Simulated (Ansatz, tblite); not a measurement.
Cost and result up the ladder for the cluster GeO2 (3 atoms). Charge 0, multiplicity 1. Geometry: PBE0-D4/def2-TZVP.

| atom | x (Å) | y (Å) | z (Å) |
| --- | --- | --- | --- |
| Ge1 | 0.001 | 0.000 | 0.001 |
| O2 | 0.492 | 1.455 | -0.492 |
| O3 | -0.492 | -1.455 | 0.491 |

Ansatz on 4 threads of Arm Neoverse V2 on a shared host; xTB runs through tblite on one thread. Times are rough, summed over both states, and most runs start from the orbitals of an earlier one. RPA@PBE/def2-TZVP serves as the yardstick here, not as an exact answer. The other state is a triplet at its own geometry.

The xTB rows come from tblite. LC-ωPBE has ω = 0.4 bohr⁻¹. HSE06 is defined as in plane-wave codes, on full-range PBE exchange. Correlated methods freeze 11 core orbitals; core or outer-core shells of Ge are correlated, in sets that lack core-valence functions. In CCSD on the charge 0 triplet the largest single amplitude is 0.32, so its Hartree–Fock determinant may place the open shell otherwise than the density functionals do. The structure comes from a short search, and lower isomers may exist.

Run but left out: HF/STO-3G, HF/def2-TZVP, HF/def2-TZVPP, MP2/def2-TZVP, MP2/def2-TZVPP (triplet: a determinant that CCSD turns far, T1 0.052).

Correlated methods converge slowly with the basis.

xTB has no spin-polarisation term.

| level | functions | wall time |
| --- | --- | --- |
| GFN2-xTB | 17 | 0.002 s |
| GFN1-xTB | 17 | 0.003 s |
| BLYP-D4/def2-TZVP | 110 | 1.3 s |
| PBE-D4/def2-TZVP (with forces) | 110 | 1.4 s |
| HSE06-D4/def2-TZVP | 110 | 1.9 s |
| RPA@PBE/def2-TZVP | 110 | 1.9 s |
| LC-ωPBE/def2-TZVP | 110 | 2.9 s |
| r2SCAN-D4/def2-TZVP | 110 | 3.1 s |
| PBE0-D4/def2-TZVP | 110 | 3.6 s |
| r2SCAN0-D4/def2-TZVP | 110 | 5.5 s |
| CCSD(T)/def2-TZVPP | 110 | 8.8 s |

Problem. Estimate what each level gives for the triplet − singlet (eV).

Solution. 
```
                         level  triplet − singlet (eV)  difference from RPA@PBE/def2-TZVP (eV)                                                 remarks
                      GFN2-xTB                    2.82                                    1.25                                                       –
                      GFN1-xTB                    3.62                                    2.05                                                       –
             BLYP-D4/def2-TZVP                    1.51                                   -0.06                                                       –
PBE-D4/def2-TZVP (with forces)                    1.67                                    0.10                                                       –
            HSE06-D4/def2-TZVP                    1.64                                    0.07                                                       –
             RPA@PBE/def2-TZVP                    1.57                                    0.00                                                       –
             LC-ωPBE/def2-TZVP                    1.86                                    0.29                                                       –
           r2SCAN-D4/def2-TZVP                    1.56                                   -0.01                                                       –
             PBE0-D4/def2-TZVP                    1.63                                    0.06                                                       –
          r2SCAN0-D4/def2-TZVP                    1.38                                   -0.19                                                       –
            CCSD(T)/def2-TZVPP                    2.01                                    0.44  large T1 (0.024) (singlet), large T1 (0.052) (triplet)
```
